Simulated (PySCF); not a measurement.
C2H2BF5O2.
Z-matrix (Å and degrees, PBE0-D3(BJ)/def2-SVP geometry), rows numbered from 1:
```
F 
C   1  1.3290
F   2  1.3384  1  108.35
O   2  1.3730  1  107.43  3  -118.04
B   4  1.3528  2  122.90  1  -165.65
O   5  1.3767  4  117.53  2     2.25
C   6  1.3512  5  122.56  4  -179.31
F   7  1.3284  6  111.46  5   -59.37
F   7  1.3274  6  111.26  5    61.31
F   7  1.3180  6  108.67  5  -178.99
H   2  1.1026  1  109.96  3   119.16
H   5  1.1986  4  119.69  2  -178.57
```

The closed-shell ground state was solved at several levels (PySCF, density fitting, gas phase, non-relativistic).

```json
{"level": "PBE/pcSseg-1", "basis functions": "180", "HOMO (eV)": "-8.68", "LUMO (eV)": "-1.54", "gap (eV)": "7.14", "dipole (D)": "1.02"}
{"level": "PBE0/pcSseg-1", "basis functions": "180", "HOMO (eV)": "-10.45", "LUMO (eV)": "-0.56", "gap (eV)": "9.89", "dipole (D)": "1.15"}
{"level": "CAM-B3LYP/def2-SVPD", "basis functions": "237", "HOMO (eV)": "-12.06", "LUMO (eV)": "0.36", "gap (eV)": "12.42", "dipole (D)": "1.20"}
```

Q: Estimate the row for B3LYP/pcJ-1, a basis of 290 functions; the other rows only guide the guess.

A: HOMO -10.19 eV, LUMO -0.80 eV, gap 9.39 eV, dipole 1.15 D.

Q: Over all these levels, which gives the widest orbital gap and which the narrowest?

A: CAM-B3LYP/def2-SVPD (range-separated hybrid) has the widest, 12.42 eV, and PBE/pcSseg-1 (GGA) the narrowest, 7.14 eV. Functional and basis both differ between the two, so the spread mixes both effects.

Q: How far do the dipole and the HOMO energy spread over the levels?

A: The dipole runs from 1.02 to 1.20 D (mean 1.13 D) and the HOMO from -12.06 to -8.68 eV.

One conformer stands for the species.
